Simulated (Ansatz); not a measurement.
Ge18H24, a nanocrystal cut from hexagonal germanium, 42 atoms. Hardware: 11 threads of AMD EPYC 7R13 on a shared host and a whole NVIDIA H100 80GB HBM3.

Correlated methods freeze 162 core orbitals; core or outer-core shells of Ge are correlated, in sets that lack core-valence functions. Single mean-field runs in def2-SVP, def2-TZVP are fitted with def2-universal-jkfit.

How many basis functions does each of these Ansatz runs have, and roughly what does it cost? B97M-V/def2-TZVP, charge 1 doublet at the geometry of the charge 0 singlet, energy, from earlier orbitals; PBE0-D4/def2-SVP, charge 0 singlet, energy, from earlier orbitals; B97M-V/def2-TZVP, charge 0 singlet, energy, from earlier orbitals; PBE-D4/def2-TZVP, charge -1 doublet at the geometry of the charge 0 singlet, energy, from earlier orbitals; PBE0-D4/def2-TZVP, charge 0 singlet, energy, from earlier orbitals; PBE-D4/def2-TZVP, charge 0 triplet at the geometry of the charge 0 singlet, energy, from earlier orbitals; PBE-D4/def2-SVP, charge 0 singlet, energy, from earlier orbitals; PBE-D4/def2-TZVP, charge 0 singlet, energy and forces, from earlier orbitals; PBE-D4/def2-SVP, charge 0 singlet, relaxation, 4 steps; MP2/def2-TZVP, charge 0 singlet, energy, from earlier orbitals; r2SCAN-D4/def2-TZVP, charge 0 singlet, energy and forces, from earlier orbitals; RPA@PBE/def2-TZVP, charge 0 singlet, energy, from earlier orbitals.

Other jobs shared the machine, so times can vary by a factor of up to 3.

```
                                                                                                       run  functions  fitting or Cholesky vectors  wall time  peak host memory (GiB)
                                          PBE-D4/def2-SVP, charge 0 singlet, energy, from earlier orbitals        696                         5220        5 s                     1.3
                                         PBE0-D4/def2-SVP, charge 0 singlet, energy, from earlier orbitals        696                         5220      6.5 s                     1.3
                           r2SCAN-D4/def2-TZVP, charge 0 singlet, energy and forces, from earlier orbitals       1008                         5220        9 s                     1.6
                                         B97M-V/def2-TZVP, charge 0 singlet, energy, from earlier orbitals       1008                         5220       10 s                     1.6
                                        PBE0-D4/def2-TZVP, charge 0 singlet, energy, from earlier orbitals       1008                         5220       11 s                     1.4
PBE-D4/def2-TZVP, charge -1 doublet at the geometry of the charge 0 singlet, energy, from earlier orbitals       1008                         5220       12 s                     1.8
                              PBE-D4/def2-TZVP, charge 0 singlet, energy and forces, from earlier orbitals       1008                         5220       13 s                     1.6
                                                    PBE-D4/def2-SVP, charge 0 singlet, relaxation, 4 steps        696                         5220       19 s                     1.4
                                            MP2/def2-TZVP, charge 0 singlet, energy, from earlier orbitals       1008                         7122       19 s                     1.9
                                        RPA@PBE/def2-TZVP, charge 0 singlet, energy, from earlier orbitals       1008                         7122       22 s                      13
 PBE-D4/def2-TZVP, charge 0 triplet at the geometry of the charge 0 singlet, energy, from earlier orbitals       1008                         5220       23 s                     1.8
 B97M-V/def2-TZVP, charge 1 doublet at the geometry of the charge 0 singlet, energy, from earlier orbitals       1008                         5220       35 s                     2.7
```
